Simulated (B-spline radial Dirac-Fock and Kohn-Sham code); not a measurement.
What relativity does to the binding energies of Al⁶⁺

System: the Al⁶⁺ ion in the configuration [He] 2s2 2p3.

Both columns are ΔSCF binding energies of the configuration average from a radial B-spline solver: non-relativistic Hartree-Fock with a point nucleus, and Dirac-Fock with a finite nucleus and the Coulomb interaction alone, averaged over the two j levels with weights 2j+1.

```
shell  Hartree-Fock (eV)  Dirac-Fock (eV)  shift (eV)  shift (%)
   1s             1759.6           1763.3       +3.72      +0.21
   2s              269.0            269.7       +0.72      +0.27
   2p              236.5            236.6       +0.09      +0.04
```

Relativity binds 1s, 2s, 2p more strongly, among those listed most of all 2s in relative terms.

Values without a named source are computed, but for edge energies of neutral atoms, which are taken from tables.
